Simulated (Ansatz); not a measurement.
Calculated with Ansatz (gas phase, PBE0-D4/def2-TZVP geometries, no zero-point term in ΔE). CBS: MP2 limit from def2 TZ/QZ plus the TZ coupled-cluster correction, frozen cores. DFT in def2-TZVPP. For Se outer-core shells are correlated without core-valence functions, which leaves a few kJ/mol of doubt a bond. Scalar relativity is left out up to krypton. Each species was taken in one conformer, which may not be the lowest.

Consider the ligand exchange at the Si–Se bond: `[SeH][SiH2][SeH]` + `OCF` → `FCO[SiH2][SeH]` + H₂Se.

`[SeH][SiH2][SeH]`:

Cartesian coordinates in Å:
```
Se 0.428 -1.541 -1.185
Si 0.283 0.542 -0.285
Se -0.897 0.643 1.656
H 0.996 -2.114 0.042
H 1.608 1.095 0.085
H -0.332 1.347 -1.367
H -2.086 0.028 1.054
```

`OCF`:

Z-matrix (Å, degrees):
```
C
F 1 1.381
O 1 1.370 2 111.1
H 1 1.091 2 107.8 3 -117.4
H 1 1.096 2 106.3 3 123.2
H 3 0.962 1 109.3 2 70.7
```

`FCO[SiH2][SeH]`:

Cartesian coordinates in Å:
```
F -1.887 -0.296 -1.197
C -1.209 0.767 -0.644
O -0.680 0.414 0.574
Si 0.443 -0.773 0.828
Se 2.209 -0.624 -0.596
H -1.927 1.574 -0.487
H -0.426 1.051 -1.356
H 0.861 -0.576 2.230
H -0.114 -2.123 0.588
H 2.729 0.585 0.060
```

H₂Se:

```xyz
3

Se    0.064   -0.644    0.222
H     0.903    0.557    0.301
H    -0.967    0.088   -0.522
```

CCSD(T)/CBS gives -26.7 kJ/mol.

Question: Another level gave -14.6 kJ/mol. Which?
A. PBE/def2-TZVPP
B. HF/def2-TZVPP
C. r2SCAN/def2-TZVPP
D. CCSD(T)/def2-TZVPP

Answer: A. PBE -14.6, CCSD(T)/def2-TZVPP -31.2, HF/def2-TZVPP -39.5, r2SCAN -25.5 kJ/mol.

Largest T1 diagnostic among the species: 0.011.

In def2-TZVPP, CCSD(T) changes the Hartree–Fock value by +8.3 kJ/mol (the triples alone add +1.7 kJ/mol) and MP2 by +12.0 kJ/mol.
